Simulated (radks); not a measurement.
The numbers below are computed, except where a source is named.
Mean orbital radii <r> (bohr) of the lithium ion Li+, [He], at several levels of relativity; Dirac values are averaged over j with weights 2j + 1. Spin-unpolarised spherical Kohn-Sham, PBEsol, point nucleus unless stated (finite: rms radius 2.444 fm), a radial shooting solver on a logarithmic mesh with Libxc functionals. A level marked "c x" has the speed of light scaled by that factor.

| shell | non-rel. | Dirac, finite nucleus | Dirac, c x 0.75 | Dirac, c x 1.5 | change of magnitude, last against first (%) |
|---|---|---|---|---|---|
| 1s | 0.5812 | 0.5811 | 0.5810 | 0.5811 | -0.01 |
